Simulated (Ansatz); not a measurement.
Gas-phase reaction in SMILES: N[Si](Cl)(Cl)Cl -> [NH][Si](Cl)(Cl)Cl + H atom (the H-N bond at the site shown breaks; other sites are not compared here)
Geometries: B3LYP-D3(BJ)/def2-TZVP minima from Ansatz (a program for electronic structure), one conformer each, not searched for the lowest.

Property: bond dissociation energy (electronic energy difference), in kcal/mol. Cores are frozen in the correlated levels unless marked. Open shells are spin-unrestricted. Spin-orbit coupling is left out. Non-relativistic. Basis-set limits of correlation are two-point, X^-3; Hartree-Fock from the larger set. [CCSD(T)-MP2]/basis is that difference in the basis named.

```tsv
level	program	bond dissociation energy (kcal/mol)	minus last row
HF/cc-pV(Q+d)Z	Ansatz	90.7	-31.3
SVWN5/def2-TZVPD	Ansatz	131.7	9.7
BLYP-D4/def2-TZVPD	Ansatz + dftd4	115.2	-6.8
r2SCAN-D3(BJ)/def2-TZVPD	Ansatz + dftd3	115.2	-6.8
PBE0/STO-3G	Ansatz	130.4	8.4
PBE0-D4/def2-TZVP	Ansatz + dftd4	116.7	-5.3
HSE06-D4/def2-TZVPD	Ansatz + dftd4	116.8	-5.2
HSE06/def2-TZVPD	Ansatz	116.5	-5.5
CAM-B3LYP-D3(BJ)/def2-TZVPD	Ansatz + dftd3	119.2	-2.8
CAM-B3LYP/def2-TZVPD	Ansatz	118.8	-3.2
MP2/6-31G*	Ansatz	112.4	-9.6
MP2/cc-pV(T+d)Z	Ansatz	122.0	0.0
CCSD/6-31G*	Ansatz	109.3	-12.7
CCSD(T) with core electrons (1s frozen past Ne)/cc-pwCVTZ	Ansatz	119.6	-2.4
RI-MP2/CBS(cc-pV(T+d)Z,cc-pV(Q+d)Z)+[CCSD(T)-MP2]/cc-pV(T+d)Z	Ansatz	122.0	0.0
```
